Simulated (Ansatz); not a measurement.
Geometry optimisation, RKS PBE/def2-SVP (Ansatz).

Input file:

```yaml
crystal:
  periodic: [false, false, false]
  atoms:
    - { symbol: Zn, position_ang: [0.665659, -0.533466, 0.334084] }
    - { symbol: O, position_ang: [-1.632715, 1.636884, 0.064582] }
    - { symbol: C, position_ang: [1.094525, -0.903545, 2.203362] }
    - { symbol: H, position_ang: [-1.284354, 1.871703, -0.815822] }
    - { symbol: Si, position_ang: [0.144542, -0.166169, -1.917363] }
    - { symbol: H, position_ang: [-2.451128, 1.155197, -0.156902] }
    - { symbol: H, position_ang: [1.792554, -0.144067, 2.613792] }
    - { symbol: H, position_ang: [0.177835, -0.886391, 2.829258] }
    - { symbol: H, position_ang: [1.56982, -1.899375, 2.324511] }
    - { symbol: H, position_ang: [0.11786, 1.31235, -2.266367] }
    - { symbol: H, position_ang: [1.052822, -0.78567, -2.954375] }
    - { symbol: H, position_ang: [-1.247421, -0.657451, -2.25866] }
basis:
  gaussian: { orbitals: def2-SVP }
hamiltonian:
  xc: pbe
relax:
  f_tol: 0.03
  max_steps: 50
```

Launched with:

```bash
$ ansatz run input.yaml --threads 2 --pin off --max-ram 3072MiB --backend cpu --events-out ev --progress --plain --runs-dir out
```

**Question.** Where does it end, and by what steps?

**Answer.** It converged. The force dipped under the threshold on the way, but the program's further checks kept it going. After 42 steps the energy has fallen by 0.211 eV; H6 moved furthest, 1.75 Å. Joined: Zn1–O2.

```
step  energy less start (eV)  largest force component (eV/Å)  accepted
   0                  0.0000                           0.322       yes
   2                 -0.0827                           0.760       yes
   4                 -0.1742                           0.624       yes
   6                 -0.1859                           0.096       yes
   8                 -0.1894                           0.071       yes
  10                 -0.1903                           0.129       yes
  12                 -0.1914                           0.026       yes
  14                 -0.1924                           0.029       yes
  16                 -0.1930                           0.053       yes
  18                 -0.1940                           0.162       yes
  20                 -0.1953                           0.071       yes
  22                 -0.1968                           0.232       yes
  24                 -0.1985                           0.042       yes
  26                 -0.1914                           0.807        no
  28                 -0.2020                           0.139       yes
  30                 -0.2038                           0.160       yes
  32                 -0.2064                           0.066       yes
  34                 -0.2060                           0.125        no
  36                 -0.2082                           0.100       yes
  38                 -0.2087                           0.057       yes
  40                 -0.2099                           0.212       yes
  42                 -0.2114                           0.013       yes
```

```xyz
12
Properties=species:S:1:pos:R:3
Zn 0.321 -0.323 0.164
O -0.825 1.589 0.439
C 0.707 -0.809 2.032
H -1.324 1.847 -0.360
Si 0.115 -0.330 -2.222
H -1.453 1.666 1.182
H 1.222 0.020 2.564
H -0.224 -1.033 2.597
H 1.357 -1.704 2.107
H -0.624 0.902 -2.729
H 1.414 -0.334 -2.998
H -0.686 -1.490 -2.775
```

The run took 110 s on 2 threads of Arm Neoverse V1 (shared host), peak memory 0.16 GiB.
